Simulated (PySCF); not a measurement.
Molecule: `FC(F)(F)[SiH3]`, CH3F3Si.

Geometry (Å), atoms numbered from 1 in this order:
```xyz
8

F     1.621   -0.169   -1.007
C     0.943   -0.007    0.137
F     1.361    1.142    0.689
F     1.308   -1.001    0.961
Si   -0.968    0.009   -0.157
H    -1.269    1.110   -1.111
H    -1.357   -1.312   -0.720
H    -1.620    0.246    1.159
```

Geometry PBE0-D3(BJ)/def2-SVP throughout; GIAO in PySCF 2.14.0 with density-fitted response routines, gas phase, one conformer, non-relativistic; equivalent atoms averaged; functional PBE0.

For orientation, pcSseg-1 gives these absolute shieldings σ: F1/F3/F4 242.4, C2 50.1, Si5 419.6, H6/H7/H8 27.23 ppm.

A run gave: F1/F3/F4 243.6, C2 51.1, Si5 403.5, H6/H7/H8 27.20 ppm (absolute shieldings σ).

Question: Which basis set was used in that run?
A. 6-31G*
B. def2-TZVP
C. 6-31G
D. def2-SVP

Answer: B. Si5 tells them apart best: def2-TZVP gives 403.5, 6-31G* gives 453.7, def2-SVP gives 472.5, 6-31G gives 485.3 ppm.
